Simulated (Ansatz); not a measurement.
Abridged output of a molecular run in Ansatz:

```
Functional definition: HF
1688 factors; integrals over basis functions are off by at most 1.0e-3 eV
mean field evaluation 1: about -57029.9095 eV, gradient 4.3e1 eV
mean field evaluation 2: about -57030.0993 eV, gradient 4.3e1 eV
mean field evaluation 4: about -57034.8536 eV, gradient 4.6e0 eV
mean field evaluation 8: about -57034.9205 eV, gradient 3.4e-1 eV
mean field -57034.92109852 eV, -2095.9946907126 hartree, gradient 2.2e-6 eV, S^2 0.000000; 0 other end points of the search recorded, 0 dependent functions left out
13 core orbitals not correlated: weight in the atoms' cores, before any rotation towards them, 1.000 or more for the frozen orbitals, at most 0.000 for the correlated occupied ones
reference -57034.92109852 eV, -2095.9946907126 hartree; 19, 19 occupied and 252, 252 virtual orbitals, 1688 factors
second order -25.85575146 eV of doubles, -0.00000000 eV of singles
cycle   1  -25.90507943 eV  change   -4.9e-2 eV  update   1.2e-1
cycle   2  -26.64590614 eV  change   -7.4e-1 eV  update   3.6e-2
cycle   3  -26.78331962 eV  change   -1.4e-1 eV  update   1.7e-2
cycle   4  -26.77369719 eV  change    9.6e-3 eV  update   4.3e-3
cycle   5  -26.77299313 eV  change    7.0e-4 eV  update   1.9e-3
cycle   6  -26.77321442 eV  change   -2.2e-4 eV  update   5.2e-4
cycle   7  -26.77300792 eV  change    2.1e-4 eV  update   2.5e-4
cycle   8  -26.77296860 eV  change    3.9e-5 eV  update   9.3e-5
cycle   9  -26.77298996 eV  change   -2.1e-5 eV  update   5.1e-5
cycle  10  -26.77297685 eV  change    1.3e-5 eV  update   2.0e-5
perturbative correction -1.16056043 eV, -0.0426498090 hartree
Total energy: -57062.85463579 eV, -2097.0212292733 hartree
```

Its atoms:

Z-matrix (Å, degrees):
```
C
Ga 1 1.961
H 1 1.093 2 110.1
H 1 1.090 2 112.6 3 -121.3
H 1 1.093 2 110.0 3 117.6
C 2 1.966 1 121.3 3 118.8
H 2 1.581 1 121.5 3 -59.9
N 6 1.381 2 118.9 1 172.3
C 6 1.344 2 117.8 1 -5.7
H 8 1.009 6 117.4 2 164.7
H 8 1.005 6 117.3 2 24.0
H 9 1.082 6 120.9 2 1.8
H 9 1.089 6 122.5 2 -179.0
```

Q: Which basis set was used?
A. cc-pV(Q+d)Z
B. def2-TZVPP
C. def2-SVP
D. def2-TZVPPD

A: B. It gives 284 functions.

Q: Write the keys of the input that set method, charge and spin (a neutral closed shell needs none for the last two).

A: 
```yaml
correlation: {method: ccsd_t}
```
